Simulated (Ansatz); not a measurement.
Cost and result up the ladder for In(IMe)F3 (C₅H₈F₃InN₂) (19 atoms). Charge 0, multiplicity 1. Geometry: PBE-D4/def2-SVP.

```xyz
19

In   -1.418    1.329   -1.431
C    -0.128    0.092   -0.085
N     0.601    0.527    0.974
C     0.638    1.922    1.416
C     1.294   -0.528    1.544
C     0.986   -1.647    0.807
N     0.116   -1.238   -0.190
C    -0.467   -2.089   -1.228
H    -0.010    2.060    2.304
H     1.678    2.196    1.675
H     0.283    2.561    0.578
H     1.952   -0.399    2.409
H     1.323   -2.683    0.904
H    -0.796   -1.437   -2.066
H     0.299   -2.800   -1.590
H    -1.330   -2.654   -0.822
F    -1.229    0.265   -3.130
F    -0.485    3.103   -1.243
F    -3.308    1.420   -0.828
```

Ansatz on 4 threads of Arm Neoverse V2 on a shared host. Times are rough, and most runs start from the orbitals of an earlier one. ωB97M-V/def2-TZVP serves as the yardstick here, not as an exact answer. Differences are given only for rows in sets of like size (and for xTB, whose basis is part of the method), since another set adds its own error. Binding counts from free atoms at the same level (In doublet, C triplet, N quartet, H doublet, F doublet; other spins of the atoms weren't run), without zero-point energy or a counterpoise term.

In the def2 sets In takes a core potential, while STO-3G treats all electrons; there is no spin–orbit coupling. Correlated methods freeze 14 core orbitals; core or outer-core shells of In are correlated, in sets that lack core-valence functions. The rows differ in basis, and correlated rows in double-zeta sets carry the largest basis error.

Correlated methods converge slowly with the basis, most of all in double-zeta sets.

```tsv
level	functions	binding energy per atom (eV)	difference from ωB97M-V/def2-TZVP (eV)
PBE-D4/def2-TZVP	408	4.39	0.15
PBE0-D4/def2-TZVP	408	4.26	0.02
MP2/def2-SVP	206	4.15	–
r2SCAN-D4/def2-TZVP	408	4.24	0.00
HF/STO-3G	85	3.25	–
PBE0-D4/def2-SVP	206	4.31	–
ωB97M-V/def2-TZVP	408	4.24	0.00
PBE-D4/def2-SVP	206	4.44	–
```

Q: Estimate how long each takes.

A: HF/STO-3G 0.9 s; PBE-D4/def2-SVP 3.6 s; MP2/def2-SVP 5.5 s; PBE0-D4/def2-SVP 6.5 s; PBE-D4/def2-TZVP 8 s; r2SCAN-D4/def2-TZVP 16 s; PBE0-D4/def2-TZVP 17 s; ωB97M-V/def2-TZVP 38 s. On shared hardware such times vary by a factor of up to 3.
